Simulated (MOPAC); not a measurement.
A run for MOPAC: AM1 on GeH4N2 (a complex), monomers drawn apart or pushed together.

```
AM1 1SCF PRECISE CHARGE=0 THREADS=1
GeH4N2

N     -0.21362157 1    -0.07656925 1    -1.11253120 1
N     -0.50001753 1     0.37811009 1    -0.16328979 1
Ge     0.20851838 1    -0.08720673 1     3.89012497 1
H      0.58666564 1    -0.40863125 1     5.34440651 1
H     -0.47229305 1    -1.31039476 1     3.25874729 1
H      1.47846482 1     0.25552855 1     3.09759733 1
H     -0.75354200 1     1.10842662 1     3.86234013 1
```

Output:

```
*******************************************************************************
 **                                                                           **
 **                              MOPAC v23.2.5                                **
 **                                                                           **
 *******************************************************************************
 ** MOPAC's Digital Object Identifier: https://doi.org/10.5281/zenodo.6511958 **
 **                                                                           **
 ** Please cite the open-source release paper for use of this MOPAC version:  **
 ** J. E. Moussa and J. J. P. Stewart (2026)                                  **
 ** MOPAC: An open-source semiempirical molecular orbital program             **
 ** J. Open Source Softw., 11(119), 8025, https://doi.org/10.21105/joss.08025 **
 *******************************************************************************

                              AM1 CALCULATION RESULTS

 *******************************************************************************
 *  AM1        - The AM1 Hamiltonian to be used
 *
 *
 *
 *                 CHARGE ON SYSTEM = 0
 *
 *
 *
 *  PRECISE    - TIGHTER CRITERIA TO BE USED
 *  1SCF       - DO 1 SCF AND THEN STOP
 *  THREADS=1  - MULTI-THREADING NOT USED
 *  T=         - A TIME OF 172800.0 SECONDS REQUESTED
 *  DUMP=N     - RESTART FILE WRITTEN EVERY 7200.0 SECONDS REQUESTED
 *******************************************************************************
AM1 1SCF PRECISE CHARGE=0 THREADS=1
 GeH4N2

   ATOM   CHEMICAL          X               Y               Z
  NUMBER   SYMBOL      (ANGSTROMS)     (ANGSTROMS)     (ANGSTROMS)

     1       N         -0.21362157  *  -0.07656925  *  -1.11253120  *
     2       N         -0.50001753  *   0.37811009  *  -0.16328979  *
     3      Ge          0.20851838  *  -0.08720673  *   3.89012497  *
     4       H          0.58666564  *  -0.40863125  *   5.34440651  *
     5       H         -0.47229305  *  -1.31039476  *   3.25874729  *
     6       H          1.47846482  *   0.25552855  *   3.09759733  *
     7       H         -0.75354200  *   1.10842662  *   3.86234013  *



          CARTESIAN COORDINATES

    NO.       ATOM           X           Y           Z

     1         N         -0.2136     -0.0766     -1.1125
     2         N         -0.5000      0.3781     -0.1633
     3        Ge          0.2085     -0.0872      3.8901
     4         H          0.5867     -0.4086      5.3444
     5         H         -0.4723     -1.3104      3.2587
     6         H          1.4785      0.2555      3.0976
     7         H         -0.7535      1.1084      3.8623

  H: (AM1): M.J.S. DEWAR ET AL, J. AM. CHEM. SOC. 107 3902-3909 (1985)
  N: (AM1): M.J.S. DEWAR ET AL, J. AM. CHEM. SOC. 107 3902-3909 (1985)
 Ge: (AM1): M.J.S.Dewar and C.Jie, Organometallics, 8, 1544, (1989)

           Empirical Formula: H4 N2 Ge  =     7 atoms



      MOLECULAR POINT GROUP   :   Cs


      RHF CALCULATION, NO. OF DOUBLY OCCUPIED LEVELS = 9


 -------------------------------------------------------------------------------
 AM1 1SCF PRECISE CHARGE=0 THREADS=1
 GeH4N2



     1SCF WAS SPECIFIED, SO BFGS WAS NOT USED
     SCF FIELD WAS ACHIEVED


                              AM1 CALCULATION
                                                       MOPAC v23.2.5 Linux




          FINAL HEAT OF FORMATION =         40.84443 KCAL/MOL =     170.89309 KJ/MOL


          COSMO AREA              =        127.31 SQUARE ANGSTROMS
          COSMO VOLUME            =        107.33 CUBIC ANGSTROMS

          IONIZATION POTENTIAL    =         11.487282 EV
          HOMO LUMO ENERGIES (EV) =        -11.487  0.933
          NO. OF FILLED LEVELS    =          9
          MOLECULAR WEIGHT        =        104.6350         POINT GROUP:  Cs

          MOLECULAR DIMENSIONS (Angstroms)

            Atom       Atom       Distance
            H     4    N     1     6.51481
            H     6    H     5     2.50670
            H     5    H     7     2.12822


          SCF CALCULATIONS        =          1





   ATOM   CHEMICAL          X               Y               Z
  NUMBER   SYMBOL      (ANGSTROMS)     (ANGSTROMS)     (ANGSTROMS)

     1       N         -0.21362157  *  -0.07656925  *  -1.11253120  *
     2       N         -0.50001753  *   0.37811009  *  -0.16328979  *
     3      Ge          0.20851838  *  -0.08720673  *   3.89012497  *
     4       H          0.58666564  *  -0.40863125  *   5.34440651  *
     5       H         -0.47229305  *  -1.31039476  *   3.25874729  *
     6       H          1.47846482  *   0.25552855  *   3.09759733  *
     7       H         -0.75354200  *   1.10842662  *   3.86234013  *

                             CARTESIAN COORDINATES

   1    N       -0.213621570    -0.076569250    -1.112531200
   2    N       -0.500017530     0.378110090    -0.163289790
   3   Ge        0.208518380    -0.087206730     3.890124970
   4    H        0.586665640    -0.408631250     5.344406510
   5    H       -0.472293050    -1.310394760     3.258747290
   6    H        1.478464820     0.255528550     3.097597330
   7    H       -0.753542000     1.108426620     3.862340130


           Empirical Formula: H4 N2 Ge  =     7 atoms



      MOLECULAR POINT GROUP   :   Cs


                  EIGENVALUES
 -41.85347 -21.37953 -16.43666 -16.41509 -15.82649 -14.26087 -11.50097 -11.49840
 -11.48728   0.93295   0.93336   0.95600   1.12686   1.12779   3.05659   6.08995


              NET ATOMIC CHARGES AND DIPOLE CONTRIBUTIONS

  ATOM NO.   TYPE          CHARGE      No. of ELECS.   s-Pop       p-Pop
    1          N           0.000659        4.9993     1.83818     3.16117
    2          N          -0.000435        5.0004     1.83802     3.16241
    3         Ge           0.003148        3.9969     0.94824     3.04861
    4          H          -0.001559        1.0016     1.00156
    5          H          -0.002136        1.0021     1.00214
    6          H          -0.002135        1.0021     1.00213
    7          H           0.002457        0.9975     0.99754
 DIPOLE           X         Y         Z       TOTAL
 POINT-CHG.    -0.020     0.025    -0.004     0.032
 HYBRID         0.004    -0.006    -0.006     0.009
 SUM           -0.016     0.019    -0.010     0.027


          ATOMIC ORBITAL ELECTRON POPULATIONS

     Atom    s        px        py        pz
    1  N   1.83818   1.01092   1.02792   1.12233
    2  N   1.83802   1.01144   1.02839   1.12258
    3 Ge   0.94824   1.01652   1.01764   1.01444
    4  H   1.00156
    5  H   1.00214
    6  H   1.00213
    7  H   0.99754

 **********************
 *                    *
 * JOB ENDED NORMALLY *
 *                    *
 **********************




 == MOPAC DONE ==
```

The run finished.

Cost: about 0.03 core-seconds (a rough figure).
